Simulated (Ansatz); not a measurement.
CH7NO2Si (`NC(O)O[SiH3]`), relaxed with RKS PBE0-D4/def2-TZVP in Ansatz 0.2.0 from a PBE-D4/def2-SVP geometry. The force threshold is 0.005 eV/Å; the program also tests the step.

The species carries charge 0 and has multiplicity 1.

Start:

```xyz
12

N     2.014   -0.269    0.317
C     0.617   -0.057    0.535
O    -0.055   -1.294    0.617
O    -0.004    0.658   -0.513
Si   -1.679    0.561   -0.782
H     2.148   -0.647   -0.632
H     2.527    0.619    0.371
H     0.504    0.532    1.485
H     0.446   -1.844    1.248
H    -2.441    0.725    0.507
H    -1.974    1.722   -1.687
H    -2.102   -0.707   -1.467
```

```json
{"step": "1", "energy (eV)": "-14606.1016", "largest force (eV/Å)": "0.787", "largest move (Å)": "0.000"}
{"step": "2", "energy (eV)": "-14606.1550", "largest force (eV/Å)": "0.490", "largest move (Å)": "0.040"}
{"step": "3", "energy (eV)": "-14606.1661", "largest force (eV/Å)": "0.119", "largest move (Å)": "0.015"}
{"step": "4 (rejected)", "energy (eV)": "-14606.1660", "largest force (eV/Å)": "0.115", "largest move (Å)": "0.046"}
{"step": "5", "energy (eV)": "-14606.1672", "largest force (eV/Å)": "0.025", "largest move (Å)": "0.022"}
{"step": "6", "energy (eV)": "-14606.1676", "largest force (eV/Å)": "0.033", "largest move (Å)": "0.026"}
{"step": "7", "energy (eV)": "-14606.1677", "largest force (eV/Å)": "0.015", "largest move (Å)": "0.009"}
{"step": "8", "energy (eV)": "-14606.1677", "largest force (eV/Å)": "0.008", "largest move (Å)": "0.008"}
{"step": "9", "energy (eV)": "-14606.1678", "largest force (eV/Å)": "0.006", "largest move (Å)": "0.009"}
{"step": "10", "energy (eV)": "-14606.1678", "largest force (eV/Å)": "0.008", "largest move (Å)": "0.009"}
{"step": "11", "energy (eV)": "-14606.1678", "largest force (eV/Å)": "0.003", "largest move (Å)": "0.002"}
```

End:

```xyz
12

N     1.992   -0.246    0.318
C     0.596   -0.070    0.523
O    -0.033   -1.317    0.614
O    -0.028    0.612   -0.523
Si   -1.665    0.573   -0.776
H     2.153   -0.628   -0.608
H     2.481    0.637    0.390
H     0.457    0.505    1.452
H     0.493   -1.861    1.208
H    -2.394    0.786    0.503
H    -1.930    1.701   -1.702
H    -2.122   -0.692   -1.400
```

Run time 31 s (4 threads of an Arm Neoverse V2 on a shared host); peak host memory 0.49 GiB.
